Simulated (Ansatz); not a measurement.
Reaction (ligand exchange at a B–N bond): `CN(C)B(O)Br` + CH₃OH → `COB(O)Br` + `CNC`

Computed with Ansatz on PBE0-D4/def2-TZVP structures; ΔE is electronic, products minus reactants. CCSD(T)/CBS is the MP2 limit (def2-TZVPP, def2-QZVPP) plus CCSD(T) − MP2 in def2-TZVPP, frozen cores. This one scheme is used for every species. DFT in def2-TZVPP. B3LYP here is the variant with VWN-RPA as its local correlation; programs differ in this. For Br outer-core shells are correlated without core-valence functions, which leaves a few kJ/mol of doubt a bond. Scalar relativity is left out up to krypton. Each species was taken in one conformer, which may not be the lowest.

`CN(C)B(O)Br`:

Cartesian coordinates in Å:
```
C -0.537 -1.410 0.390
N -0.076 -0.095 0.021
C -1.140 0.793 -0.394
B 1.247 0.345 0.039
O 1.568 1.618 -0.332
Br 2.708 -0.837 0.597
H -1.249 -1.351 1.221
H -1.048 -1.890 -0.453
H 0.297 -2.038 0.693
H -1.870 0.923 0.414
H -1.669 0.381 -1.261
H -0.738 1.768 -0.660
H 2.508 1.794 -0.275
```

CH₃OH:

```xyz
6

C     0.092    0.116   -0.324
O     0.289   -0.360    0.988
H     1.080    0.268   -0.760
H    -0.440    1.076   -0.345
H    -0.452   -0.600   -0.952
H    -0.569   -0.499    1.393
```

`COB(O)Br`:

```xyz
9

C     0.973   -0.740    0.813
O     0.138   -0.674   -0.325
B    -0.646    0.365   -0.637
O    -1.397    0.303   -1.757
Br   -0.725    1.964    0.489
H     0.389   -0.656    1.733
H     1.721    0.055    0.796
H     1.473   -1.707    0.789
H    -1.926    1.090   -1.902
```

`CNC`:

Z-matrix (Å, degrees):
```
C
N 1 1.445
H 1 1.094 2 109.4
H 1 1.092 2 110.0 3 117.9
H 1 1.104 2 114.0 3 -120.2
C 2 1.445 1 112.8 3 65.3
H 2 1.011 1 109.8 3 -171.9
H 6 1.104 2 114.0 1 54.9
H 6 1.094 2 109.4 1 -65.3
H 6 1.092 2 110.0 1 176.8
```

```json
{"level": "B3LYP", "ΔE (kJ/mol)": "-15.8"}
{"level": "MP2/def2-QZVPP", "ΔE (kJ/mol)": "-3.7"}
```

Problem. What does CCSD(T)/CBS give? (Best estimate.)

Solution. Ansatz gave: -5.9 kJ/mol. The listed levels differ from it by -9.9, 2.2 kJ/mol.

Largest T1 diagnostic among the species: 0.011.

In def2-TZVPP, CCSD(T) changes the Hartree–Fock value by +16.4 kJ/mol (the triples alone add +1.9 kJ/mol) and MP2 by +19.6 kJ/mol. The D4 term adds +5.4 kJ/mol with B3LYP and +3.2 kJ/mol with PBE0; it sums over pairs of atoms, weighted by their polarisabilities, and B3LYP, whose exchange is more repulsive, gets the larger term.
